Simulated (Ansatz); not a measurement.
A nudged elastic band was laid between two geometries of BFH5NOSi (10 atoms, charge 0, multiplicity 1).

Computed with RKS B3LYP-D4/6-31G* in Ansatz 0.2.0.

```yaml
movable_images: 9
climbing_image: yes
spring: 5.0 eV/Å²
optimiser: quadratic models (default)
start_path: IDPP
force_threshold: 0.03 eV/Å
iteration_limit: 41
end_points: relaxed
```

Initial state:

```xyz
10
Properties=species:S:1:pos:R:3
N -1.645 0.131 0.454
Si -0.280 -0.906 0.405
O 0.940 -0.481 -0.691
B 1.607 0.681 -0.809
F 1.316 1.709 0.004
H -1.568 1.065 0.840
H -2.350 0.091 -0.271
H -0.740 -2.234 -0.052
H 0.340 -0.938 1.749
H 2.463 0.831 -1.627
```

Final state:

```xyz
10
Properties=species:S:1:pos:R:3
N -1.841 -0.294 0.537
Si -0.170 -0.679 0.556
O 0.859 0.602 0.187
B 1.606 0.884 -0.897
F 2.309 2.014 -0.913
H -2.244 0.311 1.242
H -2.347 -0.226 -0.338
H 0.049 -1.749 -0.448
H 0.196 -1.078 1.931
H 1.667 0.164 -1.853
```

Which bonds break or form, and what moves?

No bond is made or broken. The dihedral Si2–O3–B4–F5 changes from -1 to 178° by way of a nearly straight angle Si2–O3–B4 (up to 170°), not by a turn about the bond.

Give the energies along the band, and the barrier.

The forces met the threshold. The highest image is number 5 of 0 to 10, 0.111 eV above the first end and 0.088 eV above the last; the last end lies 0.023 eV above the first. A vibrational analysis at the climbing image gives one clearly imaginary mode, 86i cm⁻¹: a first-order saddle point.

| image | path coordinate (Å) | energy (eV) | angle Si2–O3–B4 (°) |
| --- | --- | --- | --- |
| 0 | 0.00 | 0.000 | 129 |
| 1 | 0.43 | 0.007 | 133 |
| 2 | 0.85 | 0.024 | 140 |
| 3 | 1.28 | 0.053 | 151 |
| 4 | 1.70 | 0.091 | 165 |
| 5 | 2.13 | 0.111 | 170 |
| 6 | 2.50 | 0.098 | 161 |
| 7 | 2.86 | 0.066 | 149 |
| 8 | 3.23 | 0.037 | 139 |
| 9 | 3.60 | 0.025 | 134 |
| 10 | 3.96 | 0.023 | 132 |

What is the geometry of the highest image?


```xyz
10
Properties=species:S:1:pos:R:3
N -1.841 -0.114 0.603
Si -0.294 -0.843 0.458
O 0.902 0.111 -0.180
B 1.756 0.851 -0.891
F 1.691 2.183 -0.830
H -2.004 0.636 1.264
H -2.439 -0.020 -0.209
H -0.464 -2.011 -0.437
H 0.178 -1.207 1.812
H 2.598 0.362 -1.587
```

What are the harmonic wavenumbers there?

86i, 43, 73, 258, 283, 428, 453, 565, 748, 824, 870, 928, 932, 952, 961, 1130, 1253, 1499, 1627, 2280, 2295, 2675, 3566, 3659 cm⁻¹.

The band took 37 iterations and roughly 17 core-minutes.

Run time: 17 min on 1 thread of Arm Neoverse V2, with other jobs on the host, peak memory 0.16 GiB.
